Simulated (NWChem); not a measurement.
Everything below was run with NWChem. System: C2H6Mg, charge 0, spin multiplicity 1, at a geometry optimised with PBE/def2-SVP. The structure started from a generated list of species. Level: TD-PBE/def2-SVP.

Input file:

```
start mol
memory heap 200 mb stack 900 mb global 1100 mb
geometry units angstroms nocenter noautoz
  Mg     0.000000     0.000000     0.000320
  C     -0.273803    -2.092299    -0.000142
  H      0.013337    -2.551499    -0.971225
  H     -1.333002    -2.374641     0.186460
  H      0.334171    -2.594567     0.783695
  C      0.273803     2.092299    -0.000142
  H      1.333002     2.374641     0.186460
  H     -0.334171     2.594567     0.783695
  H     -0.013337     2.551499    -0.971225
  symmetry group C2
end
basis spherical
  * library def2-svp
end
dft
  xc xpbe96 cpbe96
  semidirect memsize 60000000 filesize 0
  iterations 100
end
tddft
  rpa
  nroots 8
  notriplet
  thresh 1e-4
end
task tddft energy
```

Part of the output:

```
             Northwest Computational Chemistry Package (NWChem) 7.3.0
             --------------------------------------------------------

                                NWChem Input Module
                                -------------------

 Scaling coordinates for geometry "geometry" by  1.889725989
 (inverse scale =  0.529177249)

 Turning off AUTOSYM since
 SYMMETRY directive was detected!

                             Geometry "geometry" -> ""
                             -------------------------

 Output coordinates in angstroms (scale by  1.889725989 to convert to a.u.)

  No.       Tag          Charge          X              Y              Z
 ---- ---------------- ---------- -------------- -------------- --------------
    1 Mg                  12.0000     0.00000000     0.00000000     0.00032000
    2 C                    6.0000    -0.27380300    -2.09229900    -0.00014200
    3 H                    1.0000     0.01333700    -2.55149900    -0.97122500
    4 H                    1.0000    -1.33300200    -2.37464100     0.18646000
    5 H                    1.0000     0.33417100    -2.59456700     0.78369500
    6 C                    6.0000     0.27380300     2.09229900    -0.00014200
    7 H                    1.0000     1.33300200     2.37464100     0.18646000
    8 H                    1.0000    -0.33417100     2.59456700     0.78369500
    9 H                    1.0000    -0.01333700     2.55149900    -0.97122500

 Effective nuclear repulsion energy (a.u.)      78.4090148780

            Nuclear Dipole moment (a.u.)
            ----------------------------
        X                 Y               Z
 ---------------- ---------------- ----------------
     0.0000000000     0.0000000000    -0.0000075589

      Symmetry information
      --------------------

 Group name             C2
 Group number              4
 Group order               2
 No. of unique centers     5

      Symmetry unique atoms

     1    2    3    4    5


 Summary of "ao basis" -> "" (spherical)
 ------------------------------------------------------------------------------
       Tag                 Description            Shells   Functions and Types
 ---------------- ------------------------------  ------  ---------------------
 *                          def2-svp                  on all atoms

  pbe96 is a nonlocal functional; adding pw91lda local functional.

                                 NWChem DFT Module
                                 -----------------

 Summary of "ao basis" -> "ao basis" (spherical)
 ------------------------------------------------------------------------------
       Tag                 Description            Shells   Functions and Types
 ---------------- ------------------------------  ------  ---------------------
 Mg                         def2-svp                 8       18   4s3p1d
 C                          def2-svp                 6       14   3s2p1d
 H                          def2-svp                 3        5   2s1p

 Summary of "ao basis" -> "ao basis" (spherical)
 ------------------------------------------------------------------------------
       Tag                 Description            Shells   Functions and Types
 ---------------- ------------------------------  ------  ---------------------
 Mg                         def2-svp                 8       18   4s3p1d
 C                          def2-svp                 6       14   3s2p1d
 H                          def2-svp                 3        5   2s1p
[...]
     Magnetic Dipole                               0.0000000000
     Total Oscillator Strength                     0.2561341660

          sigma_e =   3.1070 Angstrom
          sigma_h =   2.1898 Angstrom
         |d_h->e| =   0.0113 Angstrom
            d_exc =   3.7595 Angstrom
            d_CD1 =   0.9286 Angstrom
            d_CD2 =  -2.6371 Angstrom
            d_CD3 =   3.7709 Angstrom
     Pearson C.C. =   0.0231

     Occ.   15  b   ---  Virt.   16  a    0.97974 X
     Occ.   15  b   ---  Virt.   16  a   -0.06871 Y
     Occ.   15  b   ---  Virt.   20  a    0.19451 X
  ----------------------------------------------------------------------------
  Root   4 singlet a              0.210069737 a.u.                5.7163 eV
  ----------------------------------------------------------------------------
     Transition Moments    X  0.00000   Y  0.00000   Z -0.00108
     Transition Moments   XX -1.28587  XY  0.95188  XZ -0.00000
     Transition Moments   YY  5.83732  YZ -0.00000  ZZ -1.41164
     Dipole Oscillator Strength                    0.0000001638
     Electric Quadrupole                           0.0000008947
     Magnetic Dipole                               0.0000000000
     Total Oscillator Strength                     0.0000010584

          sigma_e =   2.9275 Angstrom
          sigma_h =   2.0676 Angstrom
         |d_h->e| =   0.0013 Angstrom
            d_exc =   3.7117 Angstrom
            d_CD1 =   0.8611 Angstrom
            d_CD2 =  -2.4963 Angstrom
            d_CD3 =   3.7130 Angstrom
     Pearson C.C. =  -0.0770

     Occ.   14  a   ---  Virt.   16  a    0.98583 X
     Occ.   14  a   ---  Virt.   20  a    0.10536 X
     Occ.   15  b   ---  Virt.   19  b    0.09794 X
  ----------------------------------------------------------------------------
  Root   5 singlet a              0.229689727 a.u.                6.2502 eV
  ----------------------------------------------------------------------------
     Transition Moments    X  0.00000   Y -0.00000   Z -1.05979
     Transition Moments   XX  0.08144  XY -0.01393  XZ -0.00000
     Transition Moments   YY  0.00008  YZ  0.00000  ZZ -0.08436
     Dipole Oscillator Strength                    0.1719859267
     Electric Quadrupole                           0.0000000005
     Magnetic Dipole                               0.0000000000
     Total Oscillator Strength                     0.1719859272

          sigma_e =   2.4254 Angstrom
          sigma_h =   2.0484 Angstrom
         |d_h->e| =   0.0266 Angstrom
            d_exc =   3.2433 Angstrom
            d_CD1 =   0.4036 Angstrom
            d_CD2 =  -2.2103 Angstrom
            d_CD3 =   3.2699 Angstrom
     Pearson C.C. =  -0.0443

     Occ.   14  a   ---  Virt.   17  a    0.99097 X
     Occ.   15  b   ---  Virt.   22  b    0.06113 X
     Occ.   15  b   ---  Virt.   28  b    0.06360 X
  ----------------------------------------------------------------------------
  Root   6 singlet b              0.229704694 a.u.                6.2506 eV
  ----------------------------------------------------------------------------
     Transition Moments    X -1.05093   Y  0.13612   Z -0.00000
     Transition Moments   XX  0.00000  XY  0.00000  XZ  0.08113
     Transition Moments   YY  0.00000  YZ -0.00748  ZZ -0.00000
     Dipole Oscillator Strength                    0.1719688953
     Electric Quadrupole                           0.0000000004
     Magnetic Dipole                               0.0000000000
     Total Oscillator Strength                     0.1719688957

          sigma_e =   2.4254 Angstrom
          sigma_h =   2.0484 Angstrom
         |d_h->e| =   0.0272 Angstrom
            d_exc =   3.2432 Angstrom
            d_CD1 =   0.4043 Angstrom
            d_CD2 =  -2.2096 Angstrom
            d_CD3 =   3.2705 Angstrom
     Pearson C.C. =  -0.0442

     Occ.   14  a   ---  Virt.   18  b    0.99096 X
     Occ.   15  b   ---  Virt.   21  a    0.06128 X
     Occ.   15  b   ---  Virt.   29  a    0.06363 X
  ----------------------------------------------------------------------------
  Root   7 singlet a              0.249675064 a.u.                6.7940 eV
  ----------------------------------------------------------------------------
     Transition Moments    X -0.00000   Y -0.00000   Z -0.00065
     Transition Moments   XX -0.21767  XY  0.60259  XZ  0.00000
     Transition Moments   YY  4.26948  YZ -0.00000  ZZ -0.29788
     Dipole Oscillator Strength                    0.0000000694
     Electric Quadrupole                           0.0000005965
     Magnetic Dipole                               0.0000000000
     Total Oscillator Strength                     0.0000006659

          sigma_e =   3.2338 Angstrom
          sigma_h =   2.1433 Angstrom
         |d_h->e| =   0.0002 Angstrom
            d_exc =   3.7550 Angstrom
            d_CD1 =   1.0907 Angstrom
            d_CD2 =  -2.6884 Angstrom
            d_CD3 =   3.7551 Angstrom
     Pearson C.C. =   0.0686

     Occ.   14  a   ---  Virt.   16  a    0.09323 X
     Occ.   14  a   ---  Virt.   20  a    0.05223 X
     Occ.   15  b   ---  Virt.   19  b   -0.99384 X
  ----------------------------------------------------------------------------
  Root   8 singlet a              0.282038806 a.u.                7.6747 eV
  ----------------------------------------------------------------------------
     Transition Moments    X -0.00000   Y  0.00000   Z -0.00437
     Transition Moments   XX  0.91201  XY  2.09516  XZ -0.00000
     Transition Moments   YY -0.57138  YZ  0.00000  ZZ -0.34488
     Dipole Oscillator Strength                    0.0000035896
     Electric Quadrupole                           0.0000006007
     Magnetic Dipole                               0.0000006467
     Total Oscillator Strength                     0.0000048370

          sigma_e =   2.7588 Angstrom
          sigma_h =   2.5740 Angstrom
         |d_h->e| =   0.1081 Angstrom
            d_exc =   3.8194 Angstrom
            d_CD1 =   0.2928 Angstrom
            d_CD2 =  -2.5583 Angstrom
            d_CD3 =   3.9274 Angstrom
     Pearson C.C. =  -0.0239

     Occ.   13  a   ---  Virt.   16  a    0.99778 X

              Target root =      1
          Target symmetry = none
      Ground state energy =   -279.504317804687
        Excitation energy =      0.177993918192
     Excited state energy =   -279.326323886495

  stored tddft:energy   -279.32632388649523

 Task  times  cpu:       26.4s     wall:       26.4s

 Total times  cpu:       26.4s     wall:       26.4s
```
